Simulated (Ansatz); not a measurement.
Ansatz (a first-principles code) input (B3LYP-D3(BJ)/def2-TZVP):

Ansatz 0.2 input:
```yaml
crystal:
  periodic: [false, false, false]
  atoms:
    - {symbol: Hg, position_ang: [0.00130246, 0.87765420, 0.19252230]}
    - {symbol: Cl, position_ang: [1.83642239, 0.02589731, -1.84559760]}
    - {symbol: Cl, position_ang: [-1.73729781, -0.91715943, 1.60864682]}
basis:
  gaussian:
    orbitals: def2-TZVP
hamiltonian:
  xc: b3lyp
  dispersion: d3bj
total_charge: -1
magnetization: {spin_polarized: true, initial_magnetization: 1}
relax: {f_tol: 0.002, max_steps: 150}
```

Output:

```
Functional definition: B3LYP
integrals: 0.04 GiB planned
945 factors; their error is unknown
mean field: 0.59 GiB planned
mean field evaluation 1: about -29227.8699 eV, gradient 1.1e1 eV
mean field evaluation 2: about -29227.6327 eV, gradient 1.4e1 eV
mean field evaluation 4: about -29228.4170 eV, gradient 6.8e-1 eV
mean field evaluation 8: about -29228.5051 eV, gradient 1.4e-2 eV
mean field evaluation 16: about -29228.5051 eV, gradient 6.5e-5 eV
mean field -29228.50512135 eV, -1074.1277514174 hartree, gradient 6.5e-5 eV, S^2 0.754509; 0 other end points of the search recorded, 0 dependent functions left out
the calculation of the forces begins
reference -29228.50535695 eV, -1074.1277600755 hartree; 28, 27 occupied and 89, 90 virtual orbitals, 945 factors
relax step   1: F+E_penalty+E_count = -29228.64504492 eV  Δ(F+E_penalty+E_count) = +0.000e0 eV  max|allowed force component| = 7.103e-1 eV/Å  Δτ_max = 0.0000 Å  (32 SCF iters, accepted)
these checks for a lower state are left out or cut short: starts, cluster_reference, orbital_swaps, neighbouring_geometries, increment
integrals: 0.04 GiB planned
945 factors; their error is unknown
mean field: 0.60 GiB planned
mean field -29228.61831291 eV, -1074.1319111305 hartree, gradient 1.4e-5 eV, S^2 0.753971; 0 other end points of the search recorded, 0 dependent functions left out
the calculation of the forces begins
reference -29228.61854560 eV, -1074.1319196815 hartree; 28, 27 occupied and 89, 90 virtual orbitals, 945 factors
relax step   2: F+E_penalty+E_count = -29228.76051029 eV  Δ(F+E_penalty+E_count) = -1.155e-1 eV  max|allowed force component| = 5.170e-1 eV/Å  Δτ_max = 0.1024 Å  (35 SCF iters, accepted)
these checks for a lower state are left out or cut short: starts, cluster_reference, orbital_swaps, neighbouring_geometries, increment
integrals: 0.05 GiB planned
945 factors; their error is unknown
mean field: 0.61 GiB planned
mean field -29228.64791616 eV, -1074.1329990299 hartree, gradient 4.4e-5 eV, S^2 0.752788; 0 other end points of the search recorded, 0 dependent functions left out
the calculation of the forces begins
reference -29228.64814224 eV, -1074.1330073381 hartree; 28, 27 occupied and 89, 90 virtual orbitals, 945 factors
relax step   3: F+E_penalty+E_count = -29228.79775294 eV  Δ(F+E_penalty+E_count) = -3.724e-2 eV  max|allowed force component| = 4.664e-1 eV/Å  Δτ_max = 0.1947 Å  (34 SCF iters, accepted)
these checks for a lower state are left out or cut short: starts, cluster_reference, orbital_swaps, neighbouring_geometries, increment
integrals: 0.05 GiB planned
945 factors; their error is unknown
mean field: 0.60 GiB planned
mean field evaluation 32: about -29228.5812 eV, gradient 9.2e0 eV
mean field -29228.71310620 eV, -1074.1353947196 hartree, gradient 8.1e-6 eV, S^2 0.753200; 0 other end points of the search recorded, 0 dependent functions left out
the calculation of the forces begins
reference -29228.71333444 eV, -1074.1354031074 hartree; 28, 27 occupied and 89, 90 virtual orbitals, 945 factors
relax step   4: F+E_penalty+E_count = -29228.85941952 eV  Δ(F+E_penalty+E_count) = -6.167e-2 eV  max|allowed force component| = 3.671e-2 eV/Å  Δτ_max = 0.0976 Å  (34 SCF iters, accepted)
these checks for a lower state are left out or cut short: starts, cluster_reference, orbital_swaps, neighbouring_geometries, increment
integrals: 0.05 GiB planned
945 factors; their error is unknown
mean field: 0.60 GiB planned
mean field -29228.71448659 eV, -1074.1354454480 hartree, gradient 3.8e-5 eV, S^2 0.753188; 0 other end points of the search recorded, 0 dependent functions left out
the calculation of the forces begins
reference -29228.71471473 eV, -1074.1354538320 hartree; 28, 27 occupied and 89, 90 virtual orbitals, 945 factors
relax step   5: F+E_penalty+E_count = -29228.86053090 eV  Δ(F+E_penalty+E_count) = -1.111e-3 eV  max|allowed force component| = 1.799e-2 eV/Å  Δτ_max = 0.0258 Å  (31 SCF iters, accepted)
these checks for a lower state are left out or cut short: starts, cluster_reference, orbital_swaps, neighbouring_geometries, increment
integrals: 0.05 GiB planned
945 factors; their error is unknown
mean field: 0.60 GiB planned
mean field -29228.71535509 eV, -1074.1354773646 hartree, gradient 3.8e-5 eV, S^2 0.753177; 0 other end points of the search recorded, 0 dependent functions left out
the calculation of the forces begins
reference -29228.71558330 eV, -1074.1354857512 hartree; 28, 27 occupied and 89, 90 virtual orbitals, 945 factors
relax step   6: F+E_penalty+E_count = -29228.86113002 eV  Δ(F+E_penalty+E_count) = -5.991e-4 eV  max|allowed force component| = 6.034e-3 eV/Å  Δτ_max = 0.0254 Å  (31 SCF iters, accepted)
these checks for a lower state are left out or cut short: starts, cluster_reference, orbital_swaps, neighbouring_geometries, increment
integrals: 0.05 GiB planned
945 factors; their error is unknown
mean field: 0.60 GiB planned
mean field -29228.71585976 eV, -1074.1354959109 hartree, gradient 3.8e-5 eV, S^2 0.753176; 0 other end points of the search recorded, 0 dependent functions left out
the calculation of the forces begins
reference -29228.71608825 eV, -1074.1355043079 hartree; 28, 27 occupied and 89, 90 virtual orbitals, 945 factors
relax step   7: F+E_penalty+E_count = -29228.86133209 eV  Δ(F+E_penalty+E_count) = -2.021e-4 eV  max|allowed force component| = 1.461e-3 eV/Å  Δτ_max = 0.0215 Å  (30 SCF iters, accepted)
these checks for a lower state are left out or cut short: starts, cluster_reference, orbital_swaps, neighbouring_geometries, increment
integrals: 0.05 GiB planned
945 factors; their error is unknown
mean field: 0.60 GiB planned
mean field -29228.71591234 eV, -1074.1354978431 hartree, gradient 7.0e-5 eV, S^2 0.753177; 0 other end points of the search recorded, 0 dependent functions left out
the calculation of the forces begins
reference -29228.71614089 eV, -1074.1355062422 hartree; 28, 27 occupied and 89, 90 virtual orbitals, 945 factors
relax step   8: F+E_penalty+E_count = -29228.86133614 eV  Δ(F+E_penalty+E_count) = -4.054e-6 eV  max|allowed force component| = 1.699e-4 eV/Å  Δτ_max = 0.0029 Å  (24 SCF iters, accepted)
integrals: 0.05 GiB planned
945 factors; their error is unknown
mean field: 0.60 GiB planned
mean field evaluation 64: about -29228.7159 eV, gradient 7.0e-5 eV
mean field -29228.71591234 eV, -1074.1354978431 hartree, gradient 7.0e-5 eV, S^2 0.753177; 1 other end points of the search recorded, 0 dependent functions left out
the calculation of the forces begins
reference -29228.71614089 eV, -1074.1355062422 hartree; 28, 27 occupied and 89, 90 virtual orbitals, 945 factors
Total energy: -29228.86156469 eV, -1074.1408504686 hartree
Atom 0 at     0.012480     0.569289     0.120121 Å, force    -0.000001     0.000130     0.000027 eV/Å
Atom 1 at     1.797671     0.171299    -1.777349 Å, force     0.000163    -0.000021    -0.000170 eV/Å
Atom 2 at    -1.709724    -0.754196     1.612800 Å, force    -0.000162    -0.000109     0.000143 eV/Å
Dipole moment:    -0.018853     0.515230     0.121153 e Å
```

The spin state was set by rule; other spins were not relaxed.
